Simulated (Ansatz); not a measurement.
Ga(Me)2(SH) (C2H7GaS), SMILES [CH3][Ga]([CH3])[SH]. Atoms are numbered in the order given.

```xyz
11

Ga    -0.2236     0.1843    -0.1270
C     -2.0137    -0.6272    -0.3327
H     -2.0058    -1.6989    -0.0866
H     -2.3591    -0.5095    -1.3732
H     -2.7445    -0.1184     0.3167
C      0.2214     2.1057    -0.2845
H      1.2989     2.2668    -0.4362
H     -0.0764     2.6249     0.6422
H     -0.3308     2.5694    -1.1172
S      1.4178    -1.2563     0.3469
H      2.4035    -0.3295     0.3785
```

The structure is a stationary point at B3LYP-D3(BJ)/def2-SVP. The structure was generated by enumeration; whether it is a known compound was not checked. One conformer was computed; it need not be the lowest.

Two levels are set side by side: PBE-D3(BJ)/def2-SVP (Ansatz, a program for electronic structure) and B3LYP-D3(BJ)/def2-SVP (Ansatz). Each level has its own optimised geometry; the coordinates shown are those of the second. Differences are taken from unrounded values.

```
quantity              B3LYP-D3(BJ)  PBE-D3(BJ)  PBE-D3(BJ) minus B3LYP-D3(BJ)
--------------------  ------------  ----------  -----------------------------
mean bond length (Å)         1.415       1.421                          0.005
bond Ga1–C2 (Å)              1.976       1.976                          0.000
bond Ga1–C6 (Å)              1.979       1.979                          0.000
bond Ga1–S10 (Å)             2.235       2.236                          0.002
bond C2–H3 (Å)               1.100       1.107                          0.007
bond C2–H4 (Å)               1.103       1.109                          0.007
bond C2–H5 (Å)               1.102       1.109                          0.007
bond C6–H7 (Å)               1.100       1.107                          0.007
bond C6–H8 (Å)               1.103       1.110                          0.007
bond C6–H9 (Å)               1.102       1.109                          0.008
bond S10–H11 (Å)             1.353       1.363                          0.009
```

Exact exchange shortens and stiffens bonds; PBE has none. Differences between two approximate levels are no errors against the true value.
